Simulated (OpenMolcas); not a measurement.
# 5s² 5p along the 49-electron sequence

| Quantity | Value |
| --- | --- |
| Program | OpenMolcas 26.06 |
| Method | SS-RASPT2, IPEA 0.25 Eh, imaginary shift 0.1 Eh |
| Basis | ANO-R3 |
| Scalar Hamiltonian | X2C, finite nucleus |
| Spin-orbit coupling | state interaction with AMFI integrals over the reference wave functions, term energies averaged over their components |

Active space for each ion: 1 electron in 9 orbitals (RAS2 5p; RAS3 5d 6s, at most 1 electron); closed shells correlated by CASPT2: 4d 5s.

Computed levels in cm-1 above ²P°_1/2:

```
                                Level  Sb2+  Te3+    I4+   Xe5+
                              ²P°_3/2  5840  8150  10790  13800
weight of ²P° in the lowest level (%)   100   100    100    100
```

Measured, with the error of the calculation in %. Measured levels: Sb2+, Te3+ from Moore, Atomic Energy Levels, vol. III, NSRDS-NBS 35 (1971 reprint of NBS Circular 467, 1958); Xe5+ from Saloman, J. Phys. Chem. Ref. Data 33, 765 (2004).

```json
{"Level": "²P°_3/2", "Sb2+": "6576 (-11.2)", "Te3+": "9223 (-11.6)", "Xe5+": "15599 (-11.5)"}
```

The fine-structure level ²P°_3/2 changes by a factor of 2.36 from Sb2+ to Xe5+. Its fourth root runs 8.74, 9.50, 10.19, 10.84, with steps per unit of Z of 0.76, 0.69, 0.65; equal steps would mean a (Z - σ)^4 law with constant σ.

Over all roots computed the reference weight is 0.88 to 0.93 in Xe5+; the roots of lowest weight are the least certain, and an intruder state may touch them. With one active electron, CASPT2 adds the correlation within the correlated inactive shells and between them and that electron, and leaves the splitting within a term as the reference gives it. Computed and measured levels are paired by configuration, term and J; levels that our copy of the source lacks, or whose pairing is in doubt (as where it misses far off the trend of its configuration), stay unpaired and out of the deviations. Levels of configurations outside the active space are missing.

° marks odd parity.
